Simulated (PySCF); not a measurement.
## Radial density of Si (silicon, neutral)

M06-L, [Ne] 3s1 3p2 3d1, one real determinant (an excited configuration). All numbers are calculated (PySCF 2.14, scalar relativity by spin-free X2C-1e, in x2c-QZVPPall with one added diffuse shell each of s, p, d, f type (10s7p5d3f1g, 86 functions)).

```
r (bohr)  4πr²ρ (e/bohr)  4πr²(ρα − ρβ)
 0.00224          0.1185         0.0003
 0.00377          0.3126         0.0009
 0.00635          0.8029         0.0023
  0.0107           1.970         0.0057
  0.0180           4.469         0.0127
  0.0302           8.873         0.0248
  0.0508           14.08         0.0380
  0.0855           15.59         0.0438
   0.144           11.22         0.0721
   0.242           10.52         0.2144
   0.407           14.38         0.2646
   0.684           8.193        -0.0175
    1.15           1.769         0.6176
    1.94           1.602         1.5856
    3.26          0.7130         0.7130
    5.48          0.2208         0.2208
    9.21         0.02040         0.0204
```

Densities and radii are taken from the X2C orbitals without a picture-change correction, which distorts them close to the nucleus.

⟨L²⟩ = 7.93 against 12 for a pure F term, so this real determinant mixes terms. The outer electron is Rydberg-like, and this basis confines it to a smaller radius and binds it less than a complete one would.

Problem. Where is the radial spin density 4πr²(ρα − ρβ) most negative, and why is it negative at all?

Solution. Around r = 0.684 bohr, down to -0.0175 e/bohr: exchange with the open shell polarises the paired shells in an unrestricted calculation.
